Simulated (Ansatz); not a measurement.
Pulling on the Te1–Te2 bond in Te2 (multiplicity 3 held). Energies count from the point at 2.575 Å.


U- levels take the lowest unrestricted solution at each point, which mixes spins at long bonds. Active spaces are followed from rest. Levels need not reach the same state.

Cores are frozen in the correlated methods. Filled d and f shells under p-block atoms count as core.

Programs: Ansatz (an electronic-structure program) with Gaussian orbitals. Each number belongs to the level named beside it. In def2 rows elements past Kr take small-core potentials, without spin–orbit coupling.

U-PBE/def2-TZVPP gives 85.82 kcal/mol for the energy at R = 10.299 Å.

Question: Predict the shift from PBE, with its sign, for: U-B3LYP/def2-TZVPP, U-wB97X-V/def2-TZVPP, U-MP2/def2-TZVPP, U-CCSD(T)/def2-TZVPP, SC-NEVPT2 on CASSCF(12,8)/def2-TZVPP, FIC-MRCISD+Q on CASSCF(12,8)/def2-TZVPP.

Answer: U-B3LYP/def2-TZVPP -10.80; U-wB97X-V/def2-TZVPP -14.77; U-MP2/def2-TZVPP -17.34; U-CCSD(T)/def2-TZVPP -19.18; SC-NEVPT2 on CASSCF(12,8)/def2-TZVPP -25.16; FIC-MRCISD+Q on CASSCF(12,8)/def2-TZVPP -25.70 kcal/mol. 0 of 6 lie above PBE; the widest gap is to FIC-MRCISD+Q on CASSCF(12,8)/def2-TZVPP.

Doubts at one or more of the structures used: a spin-contaminated determinant (U-PBE/def2-TZVPP, U-B3LYP/def2-TZVPP, U-wB97X-V/def2-TZVPP, U-MP2/def2-TZVPP, U-CCSD(T)/def2-TZVPP); T1 above 0.05 (U-CCSD(T)/def2-TZVPP); the program's own flag: large difference (U-CCSD(T)/def2-TZVPP).
